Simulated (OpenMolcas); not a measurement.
Computed transition rates of Ti III

* Program: OpenMolcas 26.06
* Method: MS-CASPT2, IPEA 0.25 Eh, imaginary shift 0.1 Eh (closed shells correlated: 3s 3p)
* Basis: ANO-RCC-VTZP [6s5p3d2f1g]
* Scalar Hamiltonian: DKH2, point nucleus
* Active space: 2 electrons in 6 orbitals (3d 4s)
* State averaging: 2S+1 = 3 even, 15 roots; 2S+1 = 1 even, 20 roots
* Spin-orbit coupling: RASSI with atomic mean-field integrals over the reference wave functions, term energies averaged over their components

Rates come from the transition moments of the reference wave functions (E1 and E2 in the length form). At fixed line strength A goes as λ^-3 for E1 and M1 and as λ^-5 for E2, so a rate at the computed wavelength can be rescaled to the measured one. Measured vacuum wavelengths follow from level energies in Corliss and Sugar, J. Phys. Chem. Ref. Data 8, 1 (1979). Branching counts decays inside the model space alone, at computed energies, and the table is only a selection of the E2 and M1 lines, drawn from those between levels with measured partners whose computed energy lies within a factor of 1.5 of the measured one.

| Upper | Lower | Type | λ computed (nm) | λ measured (nm) | A computed (s-1) | A rescaled (s-1) | Branching % |
| --- | --- | --- | --- | --- | --- | --- | --- |
| 3d 4s ³D₃ | 3d² ³F₄ | E2 | 266.8 | 263.1 | 3.78e+01 | 4.05e+01 | 70.3 |
| 3d 4s ³D₂ | 3d² ³F₃ | E2 | 266.4 | 263.1 | 2.48e+01 | 2.64e+01 | 46.3 |
| 3d 4s ¹D₂ | 3d² ¹D₂ | E2 | 303.2 | 300.9 | 1.92e+01 | 1.99e+01 | 60.2 |
| 3d 4s ³D₂ | 3d² ³F₂ | E2 | 265 | 261.8 | 1.46e+01 | 1.55e+01 | 27.3 |
| 3d 4s ¹D₂ | 3d² ¹G₄ | E2 | 379.2 | 366.2 | 1.25e+01 | 1.49e+01 | 39.2 |
| 3d 4s ³D₃ | 3d² ³F₃ | E2 | 265 | 261.5 | 1.09e+01 | 1.16e+01 | 20.4 |
| 3d 4s ³D₂ | 3d² ³F₄ | E2 | 268.3 | 264.7 | 1.03e+01 | 1.10e+01 | 19.2 |
| 3d² ¹S₀ | 3d² ¹D₂ | E2 | 409.3 | 416.6 | 6.50e+00 | 5.95e+00 | 98.0 |
| 3d 4s ³D₃ | 3d² ³P₂ | E2 | 374.9 | 360.9 | 2.57e+00 | 3.11e+00 | 4.8 |
| 3d 4s ³D₂ | 3d² ³P₂ | E2 | 377.7 | 363.9 | 2.14e+00 | 2.58e+00 | 4.0 |
| 3d² ³P₀ | 3d² ³F₂ | E2 | 905.3 | 948.9 | 4.83e-02 | 3.82e-02 | 100.0 |
| 3d² ³P₂ | 3d² ³F₄ | E2 | 926 | 970.8 | 3.31e-02 | 2.61e-02 | 67.9 |
| 3d² ³P₁ | 3d² ³F₃ | E2 | 916.1 | 959.8 | 3.03e-02 | 2.40e-02 | 61.9 |
| 3d² ³P₁ | 3d² ³F₂ | E2 | 899.7 | 943.1 | 1.66e-02 | 1.31e-02 | 33.8 |
| 3d² ¹D₂ | 3d² ³F₃ | M1 | 1266 | 1206 | 1.05e-02 |  | 64.8 |
| 3d² ³P₂ | 3d² ³F₃ | E2 | 904.5 | 949.1 | 9.67e-03 | 7.60e-03 | 19.8 |
| 3d² ¹G₄ | 3d² ³F₄ | M1 | 702.1 | 715.5 | 7.83e-03 |  | 58.1 |
| 3d² ¹D₂ | 3d² ³F₂ | M1 | 1235 | 1180 | 5.68e-03 |  | 35.0 |
| 3d² ¹G₄ | 3d² ³F₃ | M1 | 689.6 | 703.6 | 4.96e-03 |  | 36.8 |
| 3d² ³P₂ | 3d² ¹D₂ | M1 | 3165 | 4449 | 4.37e-03 |  | 9.0 |
| 3d² ³P₁ | 3d² ¹D₂ | M1 | 3312 | 4695 | 2.13e-03 |  | 4.3 |
| 3d² ³P₂ | 3d² ³F₂ | E2 | 888.5 | 932.7 | 1.50e-03 | 1.18e-03 | 3.1 |
| 3d² ¹G₄ | 3d² ¹D₂ | E2 | 1514 | 1688 | 6.46e-04 | 3.75e-04 | 4.8 |
| 3d² ³F₄ | 3d² ³F₃ | M1 | 38910 | 42460 | 3.45e-04 | 2.65e-04 | 100.0 |
| 3d² ³F₃ | 3d² ³F₂ | M1 | 50400 | 54080 | 2.01e-04 | 1.63e-04 | 100.0 |

Spin-changing lines and M1 lines between different terms are not rescaled, since their strength hangs on the term gaps too.

The largest correction is for 3d² ¹G₄ → 3d² ¹D₂ (E2): 6.46e-04 × (1514 / 1688)^5 = 3.75e-04 s-1, a factor of 0.58.

The computed rate and branching of 3d² ³F₃ → 3d² ³F₂ give the upper level a radiative lifetime of 1.000 / 2.01e-04 s-1 = 4.98e+03 s, counting decays inside the model space alone. The rescaled rate gives about 6.1e+03 s.

These are rates of the free ion; in crystals, glasses and complexes forced electric-dipole and non-radiative decay shorten such lifetimes by orders of magnitude. No measured rate stands beside these. Rescaling mends the energy factor alone: line strengths can still be far off where a level mixes with configurations outside the active space, and weak or spin-changing lines hang on small mixing coefficients that depend on the term gaps too, so rescaling need not improve them.

Term energies are means over components that CASPT2 splits; among the terms shown or strongly mixed into the levels shown the widest spread is 760 cm-1 (3d² ¹G). A single d shell beside an s shell can misplace configurations of different d count against each other. Computed and measured levels are paired by configuration, term and J; levels that our copy of the source lacks, or whose pairing is in doubt (as where it misses far off the trend of its configuration), stay unpaired. Levels of configurations outside the active space are missing.
